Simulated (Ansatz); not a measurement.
Z-matrix (Å, degrees):
```
Al
O 1 1.6928
H 2 0.9580 1 122.92
O 1 1.6928 2 120.00 3 180.00
H 4 0.9581 1 122.92 2 0.00
O 1 1.6928 2 120.00 3 0.00
H 6 0.9581 1 122.92 2 180.00
```
Charge +1, spin multiplicity 2.

Calculation: frozen-core CCSD(T)/cc-pVTZ // B3LYP-D3(BJ)/def2-TZVP (Ansatz, a program for electronic structure). The geometry is that of the parent before the electron was removed.

```json
{
  "HF energy": "-468.15225 Ha",
  "MP2 correlation energy": "-0.74061 Ha"
}
```

Question: Estimate the CCSD correlation energy, the (T) correction, the total energy and the T1 diagnostic.

Answer: 
```
Item                             Value
-----------------------  -------------
CCSD correlation energy    -0.75965 Ha
(T) correction             -0.02648 Ha
CCSD(T) total energy     -468.93838 Ha
T1 diagnostic                    0.042
```
